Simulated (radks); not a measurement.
Q: Ti5+, 17 electrons, occupied as [Ne] 3s2 3p5. All-electron calculation, scalar-relativistic Kohn-Sham, r2SCAN, spin-polarised, spherical densities, finite nucleus; open shells are filled with parallel spins first; meta-GGA in the generalised Kohn-Sham scheme; Fermi nuclear charge, rms radius 3.5921 fm. Program: a radial shooting solver on a logarithmic mesh with Libxc functionals. Some entries of the table are withheld. Estimate them.

| orbital | occ. | eigenvalue (eV) | <1/r> (bohr^-1) |
|---|---|---|---|
| 1s up | 1 | -4970.931 | 21.80 |
| 1s down | 1 | -4970.320 | 21.80 |
| 2s up | 1 | -625.9496 | 4.571 |
| 2s down | 1 | -625.7139 | 4.570 |
| 2p up | 3 | -531.0590 | 4.459 |
| 2p down | 3 | -530.4736 | 4.457 |
| 3s up | 1 | -138.2200 | (1) |
| 3s down | 1 | -135.9070 | (2) |
| 3p up | 3 | -112.1237 | 1.370 |
| 3p down | 2 | -109.8731 | 1.364 |
| 3d up | 0 | -72.3614 | 1.166 |
| 3d down | 0 | -70.3862 | 1.162 |
| 4s up | 0 | (3) | 0.6170 |
| 4s down | 0 | (4) | 0.6060 |

A: 
(1) 3s up <1/r> (bohr^-1): 1.472
(2) 3s down <1/r> (bohr^-1): 1.466
(3) 4s up eigenvalue (eV): -46.6251
(4) 4s down eigenvalue (eV): -46.0240
